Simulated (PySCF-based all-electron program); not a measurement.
Forces on PtO2, singlet by several functionals

All-electron Kohn–Sham DFT on the free molecule, computed near the basis limit with an in-house program on PySCF integrals; Koelling–Harmon scalar relativity, no spin–orbit coupling, spin-restricted. Forces are good to about 0.023 eV/Å. Atoms are numbered as listed.

```
atom   x (Å)   y (Å)    z (Å)
  Pt  0.0000  0.0000   0.0000
   O  0.0000  0.0000   1.5363
   O  0.0000  0.0000  -1.7070
```

PBE forces:

```json
{"atom": "Pt1", "Fx": "0.000", "Fy": "0.000", "Fz (eV/Å)": "-13.858"}
{"atom": "O2", "Fx": "0.000", "Fy": "0.000", "Fz (eV/Å)": "14.465"}
{"atom": "O3", "Fx": "0.000", "Fy": "0.000", "Fz (eV/Å)": "-0.607"}
```

Task: What forces does r2SCAN give?

Result: The forces move by 0.572 eV/Å (r.m.s. over the atoms) from PBE.

```tsv
atom	Fx	Fy	Fz (eV/Å)
Pt1	0.000	0.000	-13.914
O2	0.000	0.000	13.794
O3	0.000	0.000	0.120
```
